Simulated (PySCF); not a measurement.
Species: C5H11N3Si.
Atom-mapped SMILES: `[CH3:1][CH2:2][CH2:3][n:4]1[n:5][n:6][cH:7][c:8]1[SiH3:9]`

Cartesian coordinates in Å at the GFN2-xTB level; atoms count from 1:
```xyz
20
C5H11N3Si angstrom
C     -2.7585    0.7094   -0.7083
C     -1.5648    0.4499    0.2000
C     -0.7252   -0.7232   -0.3130
N      0.4202   -0.9479    0.5204
N      0.3580   -1.7851    1.5449
N      1.4828   -1.7729    2.1598
C      2.3041   -0.9145    1.5400
C      1.6395   -0.3525    0.4601
Si     2.2118    0.8666   -0.8332
H     -3.3406    1.5486   -0.3371
H     -2.4269    0.9423   -1.7178
H     -3.4040   -0.1648   -0.7505
H     -0.9380    1.3430    0.2511
H     -1.9077    0.2200    1.2105
H     -1.3214   -1.6392   -0.2965
H     -0.3878   -0.5275   -1.3342
H      3.3035   -0.7425    1.8826
H      2.0304    0.2590   -2.1560
H      3.6182    1.1568   -0.5780
H      1.4012    2.0852   -0.7479
```

Probes without a nucleus sit at each ring's centroid and 1 Å off its mean plane on both sides; NICS is minus the shielding there, NICSzz its component along the normal. Level: GIAO PBE0/pcSseg-1 (PySCF, non-relativistic, gas phase) on the GFN2-xTB geometry, one conformer.

Ring bond lengths (Å), with Mayer bond orders in brackets: N4–N5 1.324 (1.20), N5–N6 1.282 (1.45), N6–C7 1.340 (1.39), C7–C8 1.387 (1.41), C8–N4 1.358 (1.09).

Q: What do the NICS probes read (ppm)?

A: 
| ring | type | NICS(0) | NICS(1), two faces | NICS(1)zz, two faces | rms pucker (Å) | centre to ring atoms, mean (Å) |
| --- | --- | --- | --- | --- | --- | --- |
| N4–N5–N6–C7–C8 | 5-membered ring with 3 N; formal bonds all aromatic | -13.0 | -13.4 / -13.6 | -33.6 / -34.5 | 0.00 | 1.14 |

Q: What do they say, and how far can they be read as aromaticity?

A: 
- N4–N5–N6–C7–C8: mean NICS(1)zz -34.0 ppm, shielded. The ring is flat and has no four-coordinate atom; by the NICS criterion it is aromatic.

Q: What does the geometric index give? Use HOMA with the parameters of Krygowski (1993).

A: 
- N4–N5–N6–C7–C8: HOMA 0.96; the largest term is that of N5–N6, α(R − Ropt)² = 0.10. The geometric and the magnetic index point the same way.

Q: How shielded are the nuclei of the rings and their hydrogens (means over atoms taken as equivalent)?

A: 
```
atoms                          environment  σ isotropic (ppm)
   N4                pyrrole-type nitrogen              -14.8
   N5               pyridine-type nitrogen             -148.3
   N6               pyridine-type nitrogen             -118.5
   C7  aromatic CH next to a ring nitrogen               39.1
   C8          substituted aromatic carbon               59.3
  H17                    aromatic hydrogen              23.83
```
